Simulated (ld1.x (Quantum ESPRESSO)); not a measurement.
**gallium (Ga): excitation energies, all-electron against RRKJ**

```
Element                 : Ga (Z = 31)
Generator               : ld1.x (Quantum ESPRESSO) 7.5
Type                    : norm-conserving RRKJ (Kleinman–Bylander form)
Functional              : LDA (PZ)
Relativity              : scalar-relativistic
Frozen core             : [Ar] 3d10
Valence charge          : 3
Reference configuration : 4s2 4p1
Partial waves           : 4s (bound): rc 1.80 bohr; 4p (bound): rc 2.80 bohr; 4d channel at 0.75 Ry: rc 2.60 bohr
Local potential         : the d channel
Core correction         : none
rho0                    : 0.005
```

Energies are relative to the spin-unpolarised reference configuration 4s2 4p1; without spin polarisation the order of configurations can differ from experiment. Spin-polarised rows fill each open shell by Hund’s rule, majority spin first.

```tsv
valence configuration	charge	ΔE all-electron (eV)	error AE − PS (meV)
4s2 4p0	+1	5.888	+2.2
4s1 4p0	+2	27.391	+98
4s0 4p3	0	13.544	+63
4s2 4p1.3	-0.3	-0.578	-0.4
4s1 4p2	0	6.612	+11
4s2 4p1 (spin-polarised)	0	-0.134	+16
4s1 4p0 (spin-polarised)	+2	27.084	+406
```

**Question.** What are ΔE and the potential's error for 4s2 4p0.5?

**Answer.** ΔE = 2.120 eV all-electron; the error (AE − PS) is -1.0 meV.

**Question.** What are ΔE and the potential's error for 4s1 4p1?

**Answer.** ΔE = 13.338 eV all-electron; the error (AE − PS) is -4.3 meV.

Note: ghost state, extra bound levels that the all-electron valence spectrum of the same l lacks: p at -83.7 eV. A true bound ghost makes a file unfit for plane-wave use.
